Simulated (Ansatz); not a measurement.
Basis-set extrapolation for C9H12 (`Cc1ccc(C)c(C)c1`) (PBE0-D4/def2-TZVP geometry, frozen core, the Gaussian-basis code of Ansatz). Multiplicity 1, RHF reference.

```tsv
	def2-TZVPP	def2-QZVPP
HF	-347.936894	-347.951865
MP2 correlation	-1.478569	-1.570475
CCSD(T) correlation	-1.604463	not run
```

Energies in hartree. Use E(X) = E(∞) + A·exp(−7.88·√X) for Hartree–Fock and E(X) = E(∞) + B·X^(−2.97) for correlation, with X = 3 and 4, and add CCSD(T) minus MP2 of the smaller set to the MP2 limit.

What is the CCSD(T) energy at the basis-set limit?

HF limit: -347.951865 + (-0.014971) × 0.13774 = -347.95393. MP2 limit: -1.570475 + (-0.091906) × 0.74074 = -1.63855. Higher-order term: -1.604463 − (-1.478569) = -0.12589. Total: -349.71837 hartree, 4.82 eV below CCSD(T)/def2-TZVPP.
